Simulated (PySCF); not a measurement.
## Electron correlation in F (fluorine, neutral)

[He] 2s2 2p5, 2P determinant. Calculation: PySCF 2.14, in aug-cc-pVDZ (4s3p2d, 23 functions); no relativity, point nucleus. Frozen: 1s2; 7 electrons correlated.

MP2 pair energies summed by pair of shells (mhartree):

| pair | energy | share (%) |
| --- | --- | --- |
| 2p-2p | -100.46 | 65.0 |
| 2s-2p | -46.25 | 29.9 |
| 2s-2s | -7.90 | 5.1 |

Total MP2 correlation energy: -154.61 mhartree.

Same-spin part -39.28 and opposite-spin part -115.32 mhartree; SCS-MP2 scales them by 1/3 and 6/5 to -151.48 mhartree.

```csv
level,correlation energy (mhartree)
CCSD,-166.66
(T),-2.32
CCSD(T),-168.98
```

Diagnostics: T1 = 0.0098, D1 = 0.0160, largest double amplitude 0.038.

Cost of the coupled-cluster step: 0.15 s of wall time on 1 thread of Intel(R) Xeon(R) Platinum 8488C (shared host), for 7 correlated electrons.

Iterations:

```
CC2 = 0
CCSD nocc = (np.int64(4), np.int64(3)), nmo = (22, 22)
frozen orbitals [[0], [0]]
max_cycle = 100
direct = 0
conv_tol = 1e-08
conv_tol_normt = 1e-06
diis_space = 8
diis_start_cycle = 0
Init t2, MP2 energy = -0.154607274185433
Init E_corr(UCCSD) = -0.154607274186203
cycle = 1  E_corr(UCCSD) = -0.163260430428299  dE = -0.00865315624  norm(t1,t2) = 0.0349874
cycle = 2  E_corr(UCCSD) = -0.165740671841484  dE = -0.00248024141  norm(t1,t2) = 0.00919756
cycle = 3  E_corr(UCCSD) = -0.166339377777323  dE = -0.000598705936  norm(t1,t2) = 0.00500182
cycle = 4  E_corr(UCCSD) = -0.166683410926299  dE = -0.000344033149  norm(t1,t2) = 0.00203221
cycle = 5  E_corr(UCCSD) = -0.16663921411222  dE = 4.41968141e-05  norm(t1,t2) = 0.000810442
cycle = 6  E_corr(UCCSD) = -0.166654977480733  dE = -1.57633685e-05  norm(t1,t2) = 0.000168697
cycle = 7  E_corr(UCCSD) = -0.166657738612597  dE = -2.76113186e-06  norm(t1,t2) = 4.17405e-05
cycle = 8  E_corr(UCCSD) = -0.166657188731236  dE = 5.49881361e-07  norm(t1,t2) = 1.08631e-05
cycle = 9  E_corr(UCCSD) = -0.166657117473524  dE = 7.12577119e-08  norm(t1,t2) = 3.10609e-06
cycle = 10  E_corr(UCCSD) = -0.166657115108067  dE = 2.36545675e-09  norm(t1,t2) = 8.5601e-07
UCCSD converged
E(UCCSD) = -99.54774890806401  E_corr = -0.1666571151080672
UCCSD(T) correction = -0.00232054823514005
```
